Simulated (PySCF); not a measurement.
# Aluminium: a sound run and one with changed settings

Sound run: Al⁺ [Ne] 3s2, Al²⁺ [Ne] 3s1. All numbers are calculated (PySCF 2.14, the spin-free X2C one-electron Hamiltonian (Gaussian nucleus), in cc-pVDZ-DK). The sound run starts from symmetry-adapted Hartree-Fock orbitals and uses a fine grid where one is needed.

Changed run: 14 angular points. This setting is unsound on purpose.

```
species  method  sound run (hartree)  changed run (hartree)  converged
    Al⁺     UHF           -242.10361             -242.10361        yes
    Al⁺   M06-L           -242.56309             -242.56309        yes
    Al⁺   B3LYP           -242.60165             -242.60165        yes
   Al²⁺     UHF           -241.45776             -241.45776        yes
   Al²⁺   M06-L                  n/a             -241.87501         no
   Al²⁺   B3LYP           -241.90441             -241.90441        yes
```

Ionisation energy of Al⁺:

```
method  sound run (eV)  changed run (eV)
   UHF          17.574            17.574
 B3LYP          18.973            18.973
```

A coarse angular grid integrates products of high-l functions wrongly, so density functionals can shift, and the SCF can exploit the error; Hartree-Fock and MP2 need no grid.

For comparison, NIST gives 18.829 eV between the lowest levels.
